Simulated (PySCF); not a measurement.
In(CF3)(F)2, SMILES [F][In]([F])[C](F)(F)F at its PBE0/def2-SVP optimised geometry (Å):

```
7

In     0.1292    -0.5493     0.0000
C     -1.1102     1.2739     0.0000
F     -0.3806     2.3534     0.2669
F     -2.0756     1.1913     0.9132
F     -1.6842     1.4472    -1.1904
F      2.0756    -0.5493     0.0000
F     -0.6001    -2.3534    -0.0090
```

Method: PySCF with PBE0/def2-TZVP, def2 effective core potentials past Kr. The core electrons that the potentials of In replace are not part of the density. Cells within 0.4 Å of a nucleus heavier than hydrogen are left out (blank, or x).

Map of the electron localisation function on the plane z = 0.0 Å:

```
|0000000000000000000000000000000|
|0000000000000000000000000000000|
|0000000000000000000000000000000|
|0000000000012321000000000000000|
|0000000000135664210000000000000|
|0000000000157887531000000000000|
|0000000000158998752000000000000|
|0000000000158xx9863000000000000|
|00000000001477x9862000000000000|
|0000000001347877530000000000000|
|00000011132xx542100000000000000|
|0000012224xxx652000000000000000|
|00000122233x6995310001111000000|
|0000001111489963221113443100000|
|0000000000388422321146775310000|
|0000000000253247751268987520000|
|000000000013248xx7228xx88620000|
|000000000012258xx8328xxx8620000|
|000000000001137xx72278x98520000|
|0000000000011135631168887410000|
|0000000001245411111135664210000|
|0000000012578875210012332100000|
|000000001468xxx8520000110000000|
|000000001478xxx8630000000000000|
|0000000013688x98630000000000000|
|0000000002468887520000000000000|
|0000000001245665310000000000000|
|0000000000012222100000000000000|
|0000000000000000000000000000000|
|0000000000000000000000000000000|
|0000000000000000000000000000000|
```
Scale: ten equal steps from 0.000 (start of '0') to 0.958 (end of '9'), in the order '0123456789'; x runs from -4.50 to 4.50, y from -4.50 (bottom) to 4.50 (top).
